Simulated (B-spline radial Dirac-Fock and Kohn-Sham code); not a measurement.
How the binding energies of Cu²⁺ add up

System: the Cu²⁺ ion, configuration [Ar] 3d9, inside a Watson sphere of charge -2 and radius 1.6 Å (a model of the Madelung potential; inside it an electron's potential energy is raised by 18.0 eV); nuclear rms radius 3.8823 fm (A = 63).

Model: Dirac-Fock energy differences between relaxed states, corrected for Breit and QED terms. Program: an atomic code on a B-spline grid. The model has no electron correlation. Energies are counted from the vacuum level.

All terms are in eV, carry their sign (relaxation lowers the binding energy) and add up to the binding energy; ⟨r⟩ is the mean radius of the orbital in the initial state.

| subshell | −ε (Koopmans) | relaxation | Breit | self-energy | vacuum polarisation | binding energy | ⟨r⟩ (bohr) |
| --- | --- | --- | --- | --- | --- | --- | --- |
| 1s | 9060.6 | -46.23 | -11.00 | -5.74 | 0.52 | 8998.1 | 0.052 |
| 2s | 1142.8 | -22.66 | -0.77 | -0.59 | 0.05 | 1118.8 | 0.234 |
| 2p1/2 | 997.2 | -24.51 | -1.33 | 0.07 | 0.00 | 971.4 | 0.204 |
| 2p3/2 | 976.4 | -24.22 | -0.86 | 0.02 | 0.00 | ? | 0.207 |
| 3s | 148.8 | -5.50 | -0.08 | -0.09 | 0.01 | 143.2 | 0.710 |
| 3p1/2 | 101.6 | -5.13 | -0.14 | 0.01 | 0.00 | 96.39 | 0.740 |
| 3p3/2 | 98.86 | -4.97 | -0.07 | 0.00 | 0.00 | 93.82 | 0.749 |
| 3d | 21.79 | -3.93 | 0.01 | 0.00 | 0.00 | 17.88 | 0.908 |

Question: Which binding energy belongs in the row of 2p3/2?

Answer: 951.3 eV, the sum of the terms in that row (to rounding).

For the deepest level, K (1s), the Breit terms make up -0.122 % of the binding energy, QED -0.058 % and orbital relaxation -0.514 %.

Values without a named source are computed, but for edge energies of neutral atoms, which are taken from tables.
